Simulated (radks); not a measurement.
Values are calculated unless marked as measured or tabulated.
Species: Ne. Configuration: [He] 2s1 2p6 3d1 (not the ground configuration).

Code: a radial shooting solver on a logarithmic mesh with Libxc functionals. Model: scalar-relativistic Kohn-Sham, PBE, spin-polarised, spherical densities, finite nucleus; open shells are filled with parallel spins first; Fermi nuclear charge, rms radius 3.0055 fm.

Energy parts (hartree):
part                      energy
total                 -127.40920
kinetic                127.40364
electron-nucleus      -302.86761
Hartree                 59.87672
exchange-correlation   -11.82195

Orbitals (lengths in bohr, moments of r in powers of bohr):
| orbital | occ. | eigenvalue (hartree) | <r^4> | <r^2> | <r> |
|---|---|---|---|---|---|
| 1s up | 1 | -31.26350 | 0.002953 | 0.03362 | 0.1578 |
| 1s down | 1 | -31.22423 | 0.002951 | 0.03364 | 0.1579 |
| 2s up | 1 | -1.97626 | 1.544 | 0.8937 | 0.8607 |
| 2p up | 3 | -1.11017 | 2.399 | 0.9966 | 0.8785 |
| 2p down | 3 | -1.03521 | 2.659 | 1.039 | 0.8942 |
| 3d up | 1 | -0.02929 | 18770 | 109.6 | 9.851 |

The highest occupied level is 3d up at -0.797 eV. Spin moment in Bohr magnetons: 2. The electron density at the nucleus is 633 e/bohr^3 (large components only). The density falls to 0.001 e/bohr^3 at r = 2.70 bohr.

Empty levels of this run are not shown, since the potential may be unsettled where no density lies.
